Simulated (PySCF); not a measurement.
Bonds (- single, = double, # triple, : aromatic): C1=C2, C2-C3, C3=C4, C4-B5, B5-O6, O6-C7, C7-C8, C8-C9, C9-O10, O10-B5. C1 carries H11, H12; C2 carries H13; C3 carries H14; C4 carries H15; C7 carries H16, H17; C8 carries H18, H19; C9 carries H20, H21. Stereochemistry as in C=C/C=C/B1OCCCO1. H12 is cis to C3; H11 is trans to C3.

Calculated, not measured (PySCF 2.14): structure optimised with PBE0-D3(BJ)/def2-SVP, GIAO B3LYP/pcSseg-1 shieldings. Non-relativistic Hamiltonian, in vacuum, one conformer, equivalent nuclei averaged.

Shifts are taken against calculated references (same method and geometry level): TMS for ¹³C (179.24 ppm) and ¹H (31.38 ppm); ¹¹B (97.83 ppm) against BF3·OEt2; ¹⁷O (334.04 ppm) against H2O.

| atoms | nucleus | count | δ (ppm) |
| --- | --- | --- | --- |
| H14 | ¹H | 1 | 6.99 |
| H13 | ¹H | 1 | 6.37 |
| H16/H17/H20/H21 | ¹H | 4 | ? |
| C1 | ¹³C | 1 | 127.1 |
| H12 | ¹H | 1 | 5.42 |
| C2 | ¹³C | 1 | 149.0 |
| H15 | ¹H | 1 | ? |
| O6/O10 | ¹⁷O | 2 | 120.0 |
| H18/H19 | ¹H | 2 | ? |
| C3 | ¹³C | 1 | 157.8 |
| C8 | ¹³C | 1 | ? |
| H11 | ¹H | 1 | ? |
| C7/C9 | ¹³C | 2 | 64.6 |
| B5 | ¹¹B | 1 | 24.5 |
| C4 | ¹³C | 1 | 135.3 |

Question: Estimate the values marked ?.

Answer: 
- C8: 31.2 ppm, sp3 CH2 in a ring; aliphatic region, no heteroatom directly attached
- H15: 5.48 ppm, hydrogen on an alkene CH; olefinic region
- H11: 5.32 ppm, hydrogen on a terminal =CH2 carbon; olefinic region
- H16/H17/H20/H21: 4.05 ppm, hydrogen on an sp3 CH2 bonded to O; its carbon carries O, an electronegative neighbour
- H18/H19: 1.67 ppm, hydrogen on an sp3 CH2 in a ring

A carbon bonded to boron is broadened by the quadrupolar boron nucleus and is often missing from a measured spectrum. Shifts are as computed. Against solution values, carbons near 30 ppm lie about +2 ppm off and those near 130 ppm about +6 ppm. Of 1313 compounds with measured shifts, 239 miss one by over three times the rms of a fit or turn the order of signals round; such compounds aren't used in these exercises. Experimental scales use liquid or dissolved standards, which lie at an offset from isolated H2O (liquid H2O: subtract about 36 ppm).
